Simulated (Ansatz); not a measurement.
Computed with Ansatz on PBE0-D4/def2-TZVP structures; ΔE is electronic, products minus reactants. CCSD(T)/CBS adds triple-zeta CCSD(T) − MP2 to the extrapolated MP2 energy (def2 sets, frozen cores). This one scheme is used for every species. DFT in def2-TZVPP. For Ge outer-core shells are correlated without core-valence functions, which leaves a few kJ/mol of doubt a bond. Scalar relativity is left out up to krypton. Each species was taken in one conformer, which may not be the lowest.

Consider the ligand exchange at a Ge–F bond: `[OH][Ge][F]` + H₂S → `[OH][Ge][SH]` + H–F.

| level | ΔE (kcal/mol) | difference from CCSD(T)/CBS |
| --- | --- | --- |
| LDA (SPW92) | 5.9 | -0.4 |
| B97M-V | 9.3 | 3.0 |
| PBE0-D4 | 5.3 | -1.0 |
| ωB97X-V | 10.0 | 3.7 |
| B2PLYP | 8.8 | 2.5 |
| revPBE | 6.9 | 0.6 |
| BLYP | 10.1 | 3.8 |
| r2SCAN0 | 6.7 | 0.4 |
| LC-ωPBE | 10.1 | 3.8 |
| HF/def2-TZVPP | 10.8 | 4.5 |
| CCSD(T)/CBS | 6.3 | 0 |

Largest T1 diagnostic among the species: 0.015.

The D4 term adds −1.6 kcal/mol with B3LYP and −0.8 kcal/mol with PBE0; it sums over pairs of atoms, weighted by their polarisabilities, and B3LYP, whose exchange is more repulsive, gets the larger term. At CCSD(T), def2-SVP lies +4.8 kcal/mol from the extrapolated value and def2-TZVPP +1.0 kcal/mol. From r2SCAN to r2SCAN0 (25 % exact exchange), in def2-TZVPP and without D4, ΔE moves by −0.8 kcal/mol.

B3LYP here is the variant with VWN-RPA as its local correlation; programs differ in this.
